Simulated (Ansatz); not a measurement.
`[SiH3]B[CH2][InH2]`, relaxed with RKS PBE-D4/def2-SVP in Ansatz from a rough embedded geometry. The force threshold is 0.03 eV/Å; the program also tests the step.

The species carries charge 0 and has multiplicity 1. In takes the def2 core potential.

Start:

```xyz
12

Si    0.657    0.794    1.269
B     1.014   -0.578   -0.008
C    -0.178   -1.195   -0.799
In   -1.552    0.435   -0.897
H    -0.725    1.127    1.354
H     1.131    0.335    2.651
H     1.450    2.006    0.952
H     2.060   -1.016   -0.145
H    -0.309   -2.231   -0.583
H    -0.060   -1.026   -1.901
H    -1.109    1.634   -1.534
H    -2.378   -0.285   -0.360
```

Q: How much energy does the relaxation release, and in how many steps? (Best estimate.)

A: Ansatz gave: 147.25 kcal/mol, in 17 steps, 1 of them rejected.

Q: Which bonds change most? (Best estimate.)

A: The calculation gave: In4–H12 from 1.220 to 1.732 Å; B2–In4 from 2.898 to 2.581 Å; In4–H11 from 1.429 to 1.730 Å; C3–In4 from 2.134 to 2.381 Å.

Q: Give the relaxed structure. (Estimate.)

A: The calculation gave: 
```xyz
12

Si    0.774    0.665    1.359
B     1.085   -0.375   -0.356
C     0.120   -1.477   -0.674
In   -1.309    0.413   -0.908
H    -0.650    1.284    1.183
H     0.595   -0.135    2.624
H     1.621    1.877    1.639
H     1.870    0.051   -1.188
H    -0.500   -1.987    0.086
H     0.170   -2.035   -1.629
H    -0.929    1.827   -1.830
H    -2.847   -0.109   -0.305
```
